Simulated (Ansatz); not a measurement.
WO4H, that is [WO3(OH)]- with one electron fewer. Total charge 0; doublet. Geometry r2SCAN-D4/def2-SVPD; atoms count from 1.

```xyz
6

W     0.395    0.112   -0.033
O     1.635   -1.066   -0.383
O     0.751    1.483   -1.230
O     0.621    0.741    1.559
O    -1.324   -0.644   -0.256
H    -2.079   -0.626    0.344
```

In the def2 sets W takes a core potential; there is no spin–orbit coupling.

(1) Estimate the Mulliken populations from the PBE0/def2-TZVPD orbitals of Ansatz.

(2) Where does the spin sit?

(3) And the Mayer bond orders between heavy atoms (over 0.3)?

Answers

(1) 
```csv
atom,charge (e),spin (α − β),d electrons
W1,1.80,-0.22,3.32
O2,-0.50,0.29,–
O3,-0.41,0.87,–
O4,-0.54,0.07,–
O5,-0.67,0.00,–
H6,0.32,0.00,–
```
Mulliken values depend strongly on the basis. With diffuse functions, as here, like atoms can get unlike values, and bond orders can come out too low or too high.

(2) Summed by element: W -0.22, O 1.23, H 0.00, of 1 unpaired in all. Largest on single atoms: O3 0.87, O2 0.29, W1 -0.22.

(3) W1–O2 1.75 (1.75 Å); W1–O3 1.11 (1.85 Å); W1–O4 1.87 (1.73 Å); W1–O5 0.93 (1.89 Å).
